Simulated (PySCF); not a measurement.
C6H14Si, SMILES C=C[SiH2]C(C)(C)C (GFN2-xTB optimised geometry):

```
21

C     -0.900     0.171     3.922
C     -0.181    -0.581     3.104
Si    -0.840    -1.408     1.546
C     -0.169    -0.483     0.000
C      1.361    -0.483     0.000
C     -0.661    -1.173    -1.271
C     -0.662     0.965     0.000
H     -0.485     0.638     4.803
H     -1.948     0.353     3.748
H      0.867    -0.729     3.338
H     -0.378    -2.803     1.511
H     -2.307    -1.363     1.534
H      1.742     0.023    -0.888
H      1.749    -1.499     0.002
H      1.749     0.035     0.875
H     -1.749    -1.184    -1.310
H     -0.295    -0.653    -2.157
H     -0.310    -2.202    -1.314
H     -1.749     1.004    -0.027
H     -0.325     1.489     0.893
H     -0.282     1.499    -0.872
```

Computed with B3LYP/def2-SVP (PySCF).

What are the frontier orbital energies and the dipole moment?

HOMO-2 -8.56 eV, HOMO-1 -7.97 eV, HOMO -7.22 eV, LUMO -0.35 eV, LUMO+1 1.40 eV; dipole moment 0.55 D.

Meta-Löwdin charges at B3LYP/def2-SVP: C1 -0.19, C2 -0.32, Si3 0.63, C4 -0.13, C5 -0.28, C6 -0.28, C7 -0.28, H8 0.10, H9 0.10, H10 0.10, H11 -0.12, H12 -0.12, H13 0.09, H14 0.09, H15 0.09, H16 0.09, H17 0.09, H18 0.09, H19 0.09, H20 0.09, H21 0.09.
